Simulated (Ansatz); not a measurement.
The same path of a periodic cell of 17 atoms, Li (host Li, host structure bcc, interstitial Li) was run twice with different band settings. Lost on the way: Li2–Li8, Li4–Li7, Li4–Li15, Li4–Li17, Li5–Li8, Li6–Li8. Made: Li2–Li7, Li2–Li15, Li2–Li17, Li4–Li8, Li6–Li17, Li8–Li9.

Method: Ansatz 0.2.0, DFT PBE, scalar-relativistic, plane waves, PAW. Settings: cutoff 420 eV, k mesh 3x3x3, fermi-dirac smearing 0.05 eV, no spin polarisation.

Relaxed end points:

```xyz
17
Lattice="6.9800 0.0000 0.0000 0.0000 6.9800 0.0000 0.0000 0.0000 6.9800" Properties=species:S:1:pos:R:3
Li -0.099 -0.003 -0.108
Li 3.579 -0.161 -0.075
Li -0.169 3.235 0.047
Li 0.738 -0.284 3.906
Li 1.741 1.660 1.637
Li 3.663 3.834 -0.360
Li 3.493 -0.148 3.471
Li 4.438 2.194 1.373
Li 0.062 3.323 3.451
Li 1.695 5.140 1.608
Li 1.916 1.787 5.402
Li 3.358 3.591 3.538
Li 5.353 5.102 1.771
Li 5.205 1.698 5.106
Li 1.572 4.915 5.512
Li 5.444 5.258 4.981
Li 6.048 0.750 2.462
```

```xyz
17
Lattice="6.9800 0.0000 0.0000 0.0000 6.9800 0.0000 0.0000 0.0000 6.9800" Properties=species:S:1:pos:R:3
Li 0.111 0.007 0.107
Li 3.064 -0.346 -0.767
Li -0.041 3.243 0.189
Li 0.099 -0.149 3.434
Li 1.883 1.701 1.784
Li 3.542 3.356 -0.039
Li 3.540 -0.123 3.487
Li 5.576 2.160 2.505
Li 0.337 3.790 3.326
Li 1.993 5.271 1.559
Li 1.624 1.789 5.098
Li 3.450 3.614 3.633
Li 5.231 5.127 1.646
Li 5.363 1.694 5.237
Li 1.439 4.890 5.401
Li 5.385 5.147 5.294
Li 4.490 0.737 0.867
```

Common settings: climbing image yes; optimiser quadratic models (default); end points relaxed.

| run | movable images | spring | start path | force threshold | iteration limit |
| --- | --- | --- | --- | --- | --- |
| 1 | 5 | 2.0 to 10.0 eV/Å², energy-weighted | IDPP | 0.03 eV/Å | 68 |
| 2 | 3 | 5.0 eV/Å² | default | 0.05 eV/Å | 10 |

Problem. What does each run give, and how far can it be trusted?

Solution. Run 1: converged after 27 iterations, highest image 0.000 eV above the first end. The highest image is an end point: on this band no image between the ends rises above it.
Run 2: converged after 9 iterations, highest image 0.005 eV above the first end. The top lies less than 8 meV above the higher end, about what the thresholds resolve: the motion is nearly free. The order of the point at the top wasn't checked.
Limits of this set-up: coarse k mesh, a small cell, in which the defect meets its images, a typed lattice constant that wasn't relaxed here.
